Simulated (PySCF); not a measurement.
Some computed properties have been withheld. Give your best values.

C5H6NO2S (doublet state).
InChI=1S/C5H6NO2S/c1-9(7,8)5-3-2-4-6/h2H,5H2,1H3

Conformer (atom-mapped SMILES and torsion angles): `[CH3:1][S:2](=[O:3])(=[O:4])[CH2:5]/[C:6]=[CH:7]/[C:8]#[N:9]`: C1–S2–C5–C6 180°, S2–C5–C6–C7 0°.

```csv
property,level,value
point group of the GFN2-xTB geometry,GFN2-xTB,Cs
"rotational constants A, B, C of the GFN2-xTB geometry",GFN2-xTB,?
isotropic g value,"unrestricted B3LYP/pcH-1, mean-field spin–orbit",?
spin squared ⟨S²⟩,unrestricted B3LYP/pcH-1,?
largest isotropic hyperfine couplings (means over sets of like nuclei),"unrestricted B3LYP/pcH-1, mean-field spin–orbit",?
```

Electronic properties: PySCF, gas phase, density fitting. Hyperfine couplings depend on the geometry, which wasn't re-optimised at a DFT level. Couplings of like nuclei are plain means over topologically equivalent atoms, as if these changed places fast (by rotation of a methyl-like group, say); in this geometry the members of some sets differ.

Task: The spin squared ⟨S²⟩?

Result: 0.763.

Task: The largest isotropic hyperfine couplings (means over sets of like nuclei)?

Result: 13C +281.6, 1H +161.8, 33S +64.7, 13C +64.6, 1H +32.2 (×2) MHz.

Task: What is the isotropic g value?

Result: 2.00261.

Task: The rotational constants A, B, C of the GFN2-xTB geometry?

Result: 4.031, 0.668, 0.648 GHz.

With B = h/(8π²I), that is 505.379 GHz u Å² over I, the principal moments of inertia are 125.4, 757.1 and 779.4 u Å² (most abundant isotopes); the inertial defect Ic − Ia − Ib is -103.1 u Å² (zero for a rigid planar frame, negative otherwise). g_iso is shifted by about +290 ppm from the free-electron value 2.002319. The rotational constants make it an asymmetric top with κ = (2B − A − C)/(A − C) = -0.99, nearer the prolate limit (−1). At 9.50 GHz, hν = g·μB·B₀ (B₀ the magnetic field) puts the centre of the isotropic spectrum, to first order, at 338.9 mT. ⟨S²⟩ is 0.013 above the pure-spin value S(S + 1) = 0.75.

One conformer stands for the species.
